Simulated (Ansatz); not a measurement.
Computed with Ansatz on PBE0-D4/def2-TZVP structures; ΔE is electronic, products minus reactants. CCSD(T)/CBS is the MP2 limit (def2-TZVPP, def2-QZVPP) plus CCSD(T) − MP2 in def2-TZVPP, frozen cores. This one scheme is used for every species. Functionals use def2-TZVPP. Each species was taken in one conformer, which may not be the lowest.

Reaction (ligand exchange at the Si–S bond): `N[SiH2][S][AlH2]` + `C=CS` → `C=CS[SiH2]N` + `[AlH2][SH]`

Q: Is it downhill or uphill in electronic energy at CCSD(T)/CBS, and by how much? (An estimate is asked.)

A: Ansatz gave: Uphill: ΔE = +1.2 kcal/mol.

Q: What do these levels give: PBE-D4, ωB97X-V, ωB97M-V, B2PLYP, r2SCAN, PBE0, HF/def2-TZVPP, MP2/def2-TZVPP, SCS-MP2/def2-TZVPP, HF/def2-QZVPP, SCS-MP2/def2-QZVPP, CCSD/CBS(def2)? (Best estimate.)

A: Ansatz gave: PBE-D4 1.2, ωB97X-V 1.3, ωB97M-V 1.4, B2PLYP 0.9, r2SCAN 1.6, PBE0 1.4, HF/def2-TZVPP 1.2, MP2/def2-TZVPP 1.1, SCS-MP2/def2-TZVPP 1.0, HF/def2-QZVPP 1.2, SCS-MP2/def2-QZVPP 1.2, CCSD/CBS(def2) 1.3 kcal/mol.

Largest T1 diagnostic among the species: 0.012.
